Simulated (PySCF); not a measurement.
# First hyperpolarisability: SMILES C1=CC=C([N+]#[C-])O1, C₅H₃NO

Geometry (Å), atoms numbered from 1 in this order:
```xyz
10

C     3.2965   -0.5609    0.0373
N     2.1386   -0.3397    0.0265
C     0.8149   -0.0628    0.0110
C     0.1284    1.1056   -0.1778
C    -1.2497    0.7522   -0.0788
C    -1.2807   -0.5908    0.1597
O    -0.0311   -1.0917    0.2150
H     0.5658    2.0829   -0.3623
H    -2.1076    1.4139   -0.1730
H    -2.0868   -1.3039    0.3080
```

Computed, not measured: quadratic response B3LYP/aug-cc-pVDZ first hyperpolarisability, Taylor convention, gas phase (PySCF). Geometry: PBE0-D3(BJ)/def2-SVP.

**Question.** Give β for the processes computed.

**Answer.** In au, Taylor convention; the vector part is βᵢ = ⅓ Σⱼ (βᵢⱼⱼ + βⱼᵢⱼ + βⱼⱼᵢ); β∥ is 3/5 of the vector part along the dipole, the dipole points from − to +:
| process | λ (nm) | β vector norm | β∥ | β HRS | depolarisation ratio |
| --- | --- | --- | --- | --- | --- |
| static β(0;0,0) | ∞ | 386.7 | 227.8 | 188.1 | 3.33 |
| second harmonic β(−2ω;ω,ω) | 1550 | 439.9 | 259.6 | 212.8 | 3.38 |
| Pockels β(−ω;ω,0) | 1550 | 403.2 | 237.7 | – | – |
| second harmonic β(−2ω;ω,ω) | 1064 | 515.5 | 304.8 | 247.6 | 3.45 |
| Pockels β(−ω;ω,0) | 1064 | 423.2 | 249.6 | – | – |
| second harmonic β(−2ω;ω,ω) | 694.3 | 853.9 | 506.6 | 400.4 | 3.71 |
| Pockels β(−ω;ω,0) | 694.3 | 481.9 | 284.7 | – | – |

**Question.** Which lowest excitations, dipole and polarisabilities go with it?

**Answer.** S1 5.23 eV (f = 0.376); S2 5.39 eV (f = 0.000); S3 5.78 eV (f = 0.007); dipole 4.11 D; isotropic α 70.3 au static, 70.8 au at 1550 nm, 71.4 au at 1064 nm, 72.5 au at 775 nm, 73.0 au at 694.3 nm, 75.2 au at 532 nm, 85.4 au at 347.1 nm.
